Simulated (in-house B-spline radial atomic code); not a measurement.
The numbers below are computed, except where a source is named.
**Ti in an electron gas of r_s = 2: phase shifts, screening, friction and resistivity**

A nucleus sits in a uniform electron gas with a rigid positive background. The Kohn-Sham equations are solved self-consistently in the spin-unpolarised LDA (PW92), non-relativistic, on B-splines with outgoing waves at the boundary and partial waves to l = 8. The model has no lattice, no bands and no magnetic solution. Atomic units; δ_l are the phase shifts at the Fermi level, counted so that each bound state adds π, and good to about 0.0005.

The density parameter is r_s = 2 bohr, near that of the valence electrons of Si (4 per atom, density 2.33 g/cm³, mass 28.09 u, which gives r_s = 2.01).

```
l  δ_l (rad)
0     8.5969
1     6.0489
2     1.5212
3     0.0215
4     0.0043
5     0.0006
6    -0.0001
7    -0.0003
8    -0.0003
```

Bound levels below the band bottom (hartree): s -176.5, s -18.66, p -15.49, s -1.546, p -0.7291.

Question: Check the Friedel sum rule, and say where the screening charge sits.

Answer: k_F = (9π/4)^(1/3)/r_s = 0.95958. The rule is Z = (2/π) Σ (2l + 1) δ_l. The terms are s 5.473, p 11.553, d 4.842, f 0.096 and 0.022 beyond, in all 21.985 against Z = 22. Bound states hold 6 s, 12 p, 0 d electrons, so the scattering states carry 3.99 in all; where a term is smaller than its bound count, the bound level has drawn weight out of the band.

Question: Find the transport cross section and the electronic stopping of a 10 keV Ti ion (mass 47.87 u).

Answer: σ_tr = (4π/k_F²) Σ (l + 1) sin²(δ_l − δ_(l+1)). The terms for l = 0 to 3 are 0.3129, 1.9326, 2.9849, 0.0012, all together 5.2315, so σ_tr = 13.647 × 5.2315 = 71.397 bohr². With n = 3/(4π r_s³) = 0.02984, the friction coefficient is Q = n k_F σ_tr = 2.0445. For v well below v_F = 0.960, dE/dx = Q v; with 24801 eV per u at v = 1, v = √(10000/(24801 × 47.87)) = 0.0918, so dE/dx = 0.18763 hartree/bohr = 96.5 eV/nm. The largest term couples the d and f waves.

Question: What residual resistivity would 1 atomic per cent of such centres give in a metal of this density?

Answer: Δρ = k_F n_i σ_tr/n in atomic units of 21.74 μΩ·cm. With one host atom per 4 electrons, n_i/n = 0.01/4, so Δρ = 0.9596 × 0.00250 × 71.397 × 21.74 = 3.72 μΩ·cm. This is an atom added to the gas, as on an interstitial site.

Question: On a substitutional site the background of one host ion, a sphere holding 4 charges, is taken out. The phase shifts for l = 0 to 4 become 8.2109, 5.7005, 0.7495, -0.0741, -0.0216. What follows?

Answer: The Friedel sum is now 18.00, for Z − 4 = 18. The sum in σ_tr is 3.8635, so σ_tr = 52.73 bohr² and Δρ = 2.75 μΩ·cm per atomic per cent, 0.74 times the value above. A real host ion scatters too, so this model doesn't give zero even for the host's own atom.
